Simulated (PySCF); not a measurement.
## RbLi and its ions

RHF-CCSD(T); Rb def2-SVPD with ECP28, Li def2-SVPD; scalar-relativistic core potentials (PySCF 2.14). Neutral (RHF): singlet (closed shell), Re = 3.572 Å, ωe = 178 cm⁻¹, De = 0.60 eV.

RbLi⁺ (UHF): doublet (σ ↑), Re = 4.155 Å, ωe = 126 cm⁻¹, De = 0.45 eV to Rb⁺ + Li. The energies at the minima are -31.31372 hartree for RbLi and -31.15807 for RbLi⁺.

(1) Work out the adiabatic ionisation energy, without and with harmonic zero-point energies (1 hartree = 27.2114 eV, 1 eV = 8065.5 cm⁻¹), and the change of the bond length.

RbLi⁻ (ROHF): doublet (σ ↑), Re = 4.040 Å, ωe = 114 cm⁻¹, De = 0.53 eV to Rb + Li⁻. The energies at the minima are -31.31372 hartree for RbLi and -31.33172 for RbLi⁻.

(2) Work out the adiabatic electron affinity, without and with harmonic zero-point energies (1 hartree = 27.2114 eV, 1 eV = 8065.5 cm⁻¹), and the change of the bond length.

Correlated steps freeze no core orbitals. UHF and ROHF references stand side by side, which adds small steps between rows. Weak bonds: RbLi⁺. Basis-set superposition, not corrected here, can be much of De in a small basis, most of all at correlated wavefunction levels. Spin–orbit coupling is left out. For an ion De counts to the pair picked by the measured ionisation energies or electron affinities, which need not be the lowest pair at this level. Where the molecule has an RHF reference, its open-shell atoms are computed with UHF. The CCSD T1 diagnostic is raised in RbLi⁻, a sign that a single reference may not be enough there. States were picked by a PBE0 search and need not be the measured ground states.

Neutral and ion stand on different kinds of reference determinant, which adds to the error of the difference.

Answers

(1) At CCSD(T): 0.15565 hartree = 4.235 eV between the minima; the zero-point term (126.0 − 178.0)/2 cm⁻¹ = -0.003 eV makes it 4.232 eV. Re changes by +58.3 pm against the neutral. The electron leaves a σ orbital, and the ion is left as a loose complex of an ion and an atom.

(2) At CCSD(T): 0.01800 hartree = 0.490 eV between the minima; the zero-point term (178.0 − 114.0)/2 cm⁻¹ = +0.004 eV makes it 0.494 eV. Re changes by +46.8 pm against the neutral. The electron enters a σ orbital, and the longer bond of the ion fits an antibonding orbital, or a change in how ionic the bond is.
